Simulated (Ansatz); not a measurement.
System: SiS (charge -1, doublet). 
Geometry from a B3LYP-D3(BJ)/def2-TZVP (Ansatz, a quantum-chemistry and plane-wave program) optimisation:
```xyz
2

Si     0.0000     0.0000    -1.0889
S      0.0000     0.0000     0.9528
```
Charge -1, spin multiplicity 2.

Basis-set convergence of Hartree-Fock and MP2 correlation energies (hartree) with Ansatz. Correlated levels leave the core frozen unless marked. Open shells are spin-unrestricted. No spin-orbit coupling. No relativistic terms. This anion needs diffuse functions, which these sets lack.

| basis | functions | E(HF) | E(corr, MP2) |
|---|---|---|---|
| cc-pV(D+d)Z | 46 | -686.47930 | -0.20126 |
| cc-pV(T+d)Z | 78 | -686.50857 | -0.26310 |
| cc-pV(Q+d)Z | 128 | -686.51870 | -0.28771 |
| cc-pV(5+d)Z | 200 | (withheld) | (withheld) |

Question: Fill in the missing entries.

Answer: 
- cc-pV(5+d)Z, E(HF): -686.52072
- cc-pV(5+d)Z, E(corr, MP2): -0.29824
